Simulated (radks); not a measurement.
Ti II, 21 electrons, occupied as [Ar] 3d2 4s1.

All-electron calculation, scalar-relativistic Kohn-Sham, BLYP, spin-polarised, spherical densities, point nucleus; open shells are filled with parallel spins first. Program: a radial shooting solver on a logarithmic mesh with Libxc functionals.

Energy parts (hartree):
| part | energy |
|---|---|
| total | -853.60770 |
| kinetic | 860.86391 |
| electron-nucleus | -2023.75382 |
| Hartree | 351.36745 |
| exchange-correlation | -42.08526 |

Orbitals (lengths in bohr, moments of r in powers of bohr; <r^-3> diverges for s and p1/2):
orbital  occ.  eigenvalue (hartree)  <r^-3>
1s up       1             -179.2628       -
1s down     1             -179.2615       -
2s up       1             -19.99822       -
2s down     1             -19.97714       -
2p up       3             -16.59830   264.7
2p down     3             -16.58160   265.1
3s up       1              -2.58457       -
3s down     1              -2.51616       -
3p up       3              -1.71325   30.56
3p down     3              -1.64595   30.44
3d up       2              -0.43809   2.030
3d down     0              -0.37512   1.992
4s up       1              -0.39759       -

The highest occupied level is 4s up at -10.819 eV. The density falls to 0.001 e/bohr^3 at r = 4.16 bohr. For comparison, the ionisation energy in NIST's Atomic Spectra Database is 13.576 eV (measured). In exact Kohn-Sham theory the highest level is minus the ionisation energy, but local and semilocal functionals leave it too shallow, through self-interaction and a potential that decays too fast; potentials with the right tail come closer. Summed over all electrons, <r^2> = 28.64 bohr^2, which gives a Langevin (diamagnetic) susceptibility term of -22.7 x 10^-6 cm^3/mol.
